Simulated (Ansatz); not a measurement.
Input for Ansatz (a quantum-chemistry and plane-wave program): R-B97M-V/def2-TZVPP on HfO, 2S+1 = 1, a spin state set in the input, which need not be the lowest, a point of a bond scan (R = 1.725 Å). Elements past Kr take the def2 small-core potentials; no spin–orbit coupling.

Ansatz 0.2 input:
```yaml
crystal:
  periodic: [false, false, false]
  atoms:
    - {symbol: Hf, position_ang: [0.00000000, 0.00000000, 0.00000000]}
    - {symbol: O, position_ang: [0.00000000, 0.00000000, 1.72506000]}
basis:
  gaussian:
    orbitals: def2-TZVPP
    pivot_positions_ang: [[0.00000000, 0.00000000, 0.00000000], [0.00000000, 0.00000000, 1.72506000]]
hamiltonian:
  xc: {name: B97M-V}
output: {forces: true, orbitals: {seedname: ./end}}
```

The log:

```
WARN ansatz: RAYON_NUM_THREADS=1 ignored (pool sized by the plan → 1); use --threads N
Functional definition: B97M-V
integrals: 0.04 GiB planned
509 factors; their error is unknown
mean field: 0.26 GiB planned
mean field evaluation 1: about -3340.6200 eV, gradient 8.1e1 eV
mean field evaluation 2: about -3093.8855 eV, gradient 2.3e2 eV
mean field evaluation 4: about -3352.7592 eV, gradient 1.6e1 eV
mean field evaluation 8: about -3353.4164 eV, gradient 4.4e-2 eV
mean field evaluation 16: about -3353.4152 eV, gradient 2.9e-5 eV
mean field -3353.41517922 eV, -123.2357348100 hartree, gradient 3.1e-6 eV, S^2 0.000000; 0 other end points of the search recorded, 0 dependent functions left out
the calculation of the forces begins
reference -3353.41522921 eV, -123.2357366471 hartree; 10, 10 occupied and 77, 77 virtual orbitals, 509 factors
Total energy: -3353.41522921 eV, -123.2357366471 hartree
Atom 0 at     0.000000     0.000000     0.000000 Å, force    -0.000000    -0.000000    -0.027920 eV/Å
Atom 1 at     0.000000     0.000000     1.725060 Å, force     0.000000     0.000000     0.027920 eV/Å
Dipole moment:     0.000000    -0.000000    -0.691321 e Å
```

The run converged.

Cost: roughly 2.6 core-seconds.
